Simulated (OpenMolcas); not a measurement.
Ag2+ (d9) among equal point charges was computed by CASSCF with the d shell active (OpenMolcas, ANO-RCC-VDZP on the metal). Its lowest spin-free states, and all those of the highest spin:

```csv
2S+1,Degeneracy,E (cm-1)
2,1,0.0
2,2,16668
2,2,19330
```

**Question.** Is the site octahedral, tetrahedral or cube-like, axial, or of lower symmetry?

**Answer.** The states with 2S+1 = 2 have orbital degeneracies 1, 2, 2. There are pairs but no triples, so the site is axial: not cubic, but with a proper or improper axis of order three or more. The run had Ag2+ among 5 point charges of -2 e arranged as a trigonal bipyramid (D3h), 1.82 Å from the ion, with the axial distance 1.674 Å. The active orbitals were held to one l.

This is an electrostatic model: the charges have no orbitals. No measured value stands beside these numbers.
